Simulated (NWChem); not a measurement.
System: InHCl2; SMILES [Cl][InH][Cl]

NWChem input:

```
start job
memory heap 200 mb stack 900 mb global 1100 mb
geometry units angstroms noautoz
  In     0.000000     0.000000    -0.512897
  H      0.000000     0.000000    -2.215205
  Cl    -1.943574     0.000000     0.788827
  Cl     1.943574     0.000000     0.788827
end
basis spherical
  * library sto-3g
end
dft
  xc xtpss03 ctpss03
  iterations 150
  mulliken
end
task dft energy
```

Parts of the log:

```
             Northwest Computational Chemistry Package (NWChem) 7.3.0
             --------------------------------------------------------

 C2V symmetry detected

                             Geometry "geometry" -> ""
                             -------------------------

 Output coordinates in angstroms (scale by  1.889725989 to convert to a.u.)

  No.       Tag          Charge          X              Y              Z
 ---- ---------------- ---------- -------------- -------------- --------------
    1 In                  49.0000     0.00000000     0.00000000    -0.50662271
    2 H                    1.0000     0.00000000     0.00000000    -2.20893071
    3 Cl                  17.0000    -1.94357400     0.00000000     0.79510129
    4 Cl                  17.0000     1.94357400     0.00000000     0.79510129

 Effective nuclear repulsion energy (a.u.)     436.4849288426

      Symmetry information
      --------------------

 Group name             C2v
 Group number             16
 Group order               4
 No. of unique centers     3

                                 NWChem DFT Module
                                 -----------------

 Summary of "ao basis" -> "ao basis" (spherical)
 ------------------------------------------------------------------------------
       Tag                 Description            Shells   Functions and Types
 ---------------- ------------------------------  ------  ---------------------
 In                          sto-3g                 11       27   5s4p2d
 H                           sto-3g                  1        1   1s
 Cl                          sto-3g                  5        9   3s2p

      Symmetry analysis of basis
      --------------------------

        a1         21
        a2          4
        b1         13
        b2          8

            General Information
            -------------------
          SCF calculation type: DFT
          Wavefunction type:  closed shell.
          No. of atoms     :     4
          No. of electrons :    84
           Alpha electrons :    42
            Beta electrons :    42
          Charge           :     0
          Spin multiplicity:     1
          Use of symmetry is: on ; symmetry adaption is: on
          Maximum number of iterations: 150
          AO basis - number of functions:    46
                     number of shells:    22
          Convergence on energy requested:  1.00D-06
          Convergence on density requested:  1.00D-05
          Convergence on gradient requested:  5.00D-04

              XC Information
              --------------
                  TPSS metaGGA Exchange Functional  1.000
             TPSS03 metaGGA Correlation Functional  1.000

             Grid Information
             ----------------
          Grid used for XC integration:  medium
          Radial quadrature: Mura-Knowles
          Angular quadrature: Lebedev.
          Tag              B.-S. Rad. Rad. Pts. Rad. Cut. Ang. Pts.
          ---              ---------- --------- --------- ---------
          In                  1.55      123           7.0       590
          H                   0.35       45           9.0       434
          Cl                  1.00       88          10.0       590
          Grid pruning is: on
          Number of quadrature shells:   256
          Spatial weights used:  Erf1

      Superposition of Atomic Density Guess
      -------------------------------------

 Sum of atomic energies:       -6592.35348812

      Non-variational initial energy
      ------------------------------

 Total energy =   -6592.244965
 1-e energy   =  -10009.172283
 2-e energy   =    2980.442389
 HOMO         =      -0.253738
 LUMO         =       0.180928

      Symmetry analysis of molecular orbitals - initial
      -------------------------------------------------

  Numbering of irreducible representations:

     1 a1          2 a2          3 b1          4 b2

  Orbital symmetries:

     1 a1          2 a1          3 a1          4 b1          5 b2
     6 a1          7 b1          8 a1          9 a1         10 b1
    11 b2         12 a1         13 b1         14 b2         15 a1
    16 a2         17 a1         18 b1         19 a1         20 b1
    21 b2         22 a1         23 b1         24 a2         25 a1
    26 a1         27 b1         28 b2         29 a1         30 b1
    31 a1         32 b1         33 a1         34 a2         35 b2
    36 a1         37 a1         38 b1         39 b2         40 a2
    41 b1         42 a1         43 a1         44 b2         45 b1
    46 a1

     ---------------------------------------------
      Total Density - Mulliken Population Analysis
     ---------------------------------------------

    Atom       Charge   Shell Charges
 -----------   ------   -------------------------------------------------------
    1 In  49    47.50   2.00  2.00  6.00  2.00  5.99  2.01  5.97  0.93  0.67 10.00  9.94
    2 H    1     1.12   1.12
    3 Cl  17    17.69   2.00  2.00  5.99  1.98  5.71
    4 Cl  17    17.69   2.00  2.00  5.99  1.98  5.71

   convergence    iter        energy       DeltaE   RMS-Dens  Diis-err
 ---------------- ----- ----------------- --------- --------- ---------
 d= 0,ls=0.0,diis     1  -6595.6686645499 -7.03D+03  4.73D-02  2.54D-01
 d= 0,ls=0.0,diis     2  -6595.6532132011  1.55D-02  2.62D-02  3.46D-01
 d= 0,ls=0.0,diis     3  -6595.7559815914 -1.03D-01  4.20D-03  7.61D-03
 d= 0,ls=0.0,diis     4  -6595.7581327810 -2.15D-03  6.62D-04  1.76D-04
 d= 0,ls=0.0,diis     5  -6595.7581747565 -4.20D-05  1.52D-04  1.28D-05
  Resetting Diis
 d= 0,ls=0.0,diis     6  -6595.7581788241 -4.07D-06  7.72D-06  3.32D-08
 d= 0,ls=0.0,diis     7  -6595.7581788350 -1.09D-08  7.22D-07  6.13D-11

         Total DFT energy =    -6595.758178834977
      One electron energy =    -9998.393354376441
           Coulomb energy =     3179.382845675903
    Exchange-Corr. energy =     -213.232598977070
 Nuclear repulsion energy =      436.484928842630

[...]
```

Level: TPSS/STO-3G, non-relativistic. Structure relaxed at the PBE0/def2-SVP (def2 core potentials past Kr) level.
